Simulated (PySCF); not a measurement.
# Correlation energy of Pt (platinum, neutral)

[Xe] 4f14 5d9 6s1, high-spin 3D determinant. Calculation: PySCF 2.14, in cc-pVDZ-PP with ECP60MDF (4s4p3d1f, 38 functions); scalar relativity through the core potential. Frozen: 5s2 5p6; 10 electrons correlated.

MP2 pair energies summed by pair of shells (mhartree):

```csv
pair,energy,share (%)
5d-5d,-204.33,84.1
5d-6s,-38.72,15.9
```

Total MP2 correlation energy: -243.05 mhartree.

Same-spin part -87.86 and opposite-spin part -155.18 mhartree; SCS-MP2 scales them by 1/3 and 6/5 to -215.51 mhartree.
